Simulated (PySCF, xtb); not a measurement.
Si(CF3)(OH)3 (CH₃F₃O₃Si), SMILES O[Si](O)(O)C(F)(F)F.

GFN2-xTB run with xtb at its own geometry gives an orbital gap of 8.34 eV and a dipole moment of 3.04 D.

Coordinates come from a PBE0-D3(BJ)/def2-SVP optimisation. Other conformers were not sampled.

Question: What does PBE/def2-TZVP in PySCF give? (Estimate from the structure and the level; the computed values follow.)

Answer: gap 6.84 eV (levels -7.45 and -0.61 eV), dipole 0.48 D.
